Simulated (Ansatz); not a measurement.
Telling isomers of C3H2F3N apart by their spectra

These gas-phase data were calculated for one isomer of C3H2F3N at B3LYP/def2-SVP (harmonic, unscaled wavenumbers; equilibrium rotational constants with average atomic masses):

| Property | Result |
| --- | --- |
| rotational constants | 4.038, 2.127, 1.455 GHz |
| all wavenumbers above 1500 cm⁻¹ | 3088, 3063, 2394 |

Candidates:

(1) `FC(F)(F)[C@@H]1C=N1`, a singlet
(2) `[H]/N=C/C(F)=C(F)F`, a singlet
(3) `N#C[C@H](F)C(F)F`, a singlet

Problem. Which structure fits?

Solution. Candidate (3). No mode falls between 3250 and 3800 cm⁻¹, where the N–H stretch of (2) would stand. The band at 2394 cm⁻¹ lies where the C≡N stretch is expected; (1) has no mode between 2050 and 2420 cm⁻¹.

The same quantities for all candidates:

```tsv
	rotational constants (GHz)	wavenumbers above 1500 cm⁻¹	E above the lowest, B3LYP/def2-SVP (kcal/mol)
(1)	4.847, 2.189, 2.104	3230, 3136, 1782	18.6
(2)	4.874, 1.914, 1.374	3475, 3053, 1805, 1722	15.4
(3)	4.038, 2.127, 1.455	3088, 3063, 2394	0.0
```

Harmonic stretches to hydrogen usually lie a few per cent above observed fundamentals. Each candidate is one conformer. Programs: Ansatz 0.2.0.
